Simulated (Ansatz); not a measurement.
Mulliken charges of BrFHOSn (`[OH][Sn]([F])[Br]`) radical from PBE/def2-TZVPP in Ansatz (PBE0-D4/def2-TZVP geometry).

```json
{"atom": "O1", "x (Å)": "0.362", "y (Å)": "1.353", "z (Å)": "0.213", "charge (e)": "-0.433"}
{"atom": "Sn2", "x (Å)": "-0.203", "y (Å)": "-0.490", "z (Å)": "0.565", "charge (e)": "0.942"}
{"atom": "F3", "x (Å)": "1.487", "y (Å)": "-1.353", "z (Å)": "0.824", "charge (e)": "-0.411"}
{"atom": "Br4", "x (Å)": "-1.261", "y (Å)": "-1.479", "z (Å)": "-1.473", "charge (e)": "-0.283"}
{"atom": "H5", "x (Å)": "-0.335", "y (Å)": "1.896", "z (Å)": "-0.170", "charge (e)": "0.185"}
```

**Question.** By hand: the dipole of these point charges (1 e Å = 4.8032 D).

**Answer.** Σ q r = (-0.664, 0.278, 0.487) e Å, of length 0.869 e Å = 4.17 D.

**Question.** How does the dipole of the full density compare? (An estimate is asked.)

**Answer.** Ansatz gave: (-0.547, 0.285, 0.156) e Å, 3.06 D; the point charges give 1.36 times that, at 20° from its direction.

Point charges leave out the atoms' own dipoles, such as those of lone pairs, and Mulliken's split depends on the basis, so the two needn't agree.
